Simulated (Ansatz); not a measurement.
`O[SiH](O)S[SiH](O)O` and `O[SiH](O)S[SiH](O)F` differ in one atom or group.

Ansatz, PBE0-D4/def2-TZVP geometries, multiplicity 1. Each molecule was computed in one conformer, which needn't be the lowest.

```tsv
property	`O[SiH](O)S[SiH](O)O`
HOMO–LUMO gap (PBE0/def2-TZVPP) / eV	8.01
HOMO energy (PBE/def2-TZVPP) / eV	-6.54
LUMO energy (B3LYP/def2-TZVPP) / eV	-0.08
HOMO energy (B3LYP/def2-TZVPP) / eV	-7.54
HOMO–LUMO gap (B3LYP/def2-TZVPP) / eV	7.47
LUMO energy (ωB97M-V/def2-TZVPP) / eV	1.81
```

Task: Give the same properties after the change, and the shifts. (Estimate.)

Result: The calculation gave: 
```json
{"property": "HOMO–LUMO gap (PBE0/def2-TZVPP) / eV", "`O[SiH](O)S[SiH](O)F`": "7.94", "shift": "-0.07"}
{"property": "HOMO energy (PBE/def2-TZVPP) / eV", "`O[SiH](O)S[SiH](O)F`": "-6.73", "shift": "-0.19"}
{"property": "LUMO energy (B3LYP/def2-TZVPP) / eV", "`O[SiH](O)S[SiH](O)F`": "-0.29", "shift": "-0.21"}
{"property": "HOMO energy (B3LYP/def2-TZVPP) / eV", "`O[SiH](O)S[SiH](O)F`": "-7.74", "shift": "-0.20"}
{"property": "HOMO–LUMO gap (B3LYP/def2-TZVPP) / eV", "`O[SiH](O)S[SiH](O)F`": "7.46", "shift": "-0.01"}
{"property": "LUMO energy (ωB97M-V/def2-TZVPP) / eV", "`O[SiH](O)S[SiH](O)F`": "1.65", "shift": "-0.16"}
```

With PBE0 the HOMO falls by 0.21 eV and the LUMO falls by 0.28 eV, so the gap narrows by about 0.07 eV. PBE moves the HOMO by -0.19 eV and ωB97M-V by -0.22 eV.

B3LYP here is the variant with VWN-RPA as its local correlation; programs differ in this.
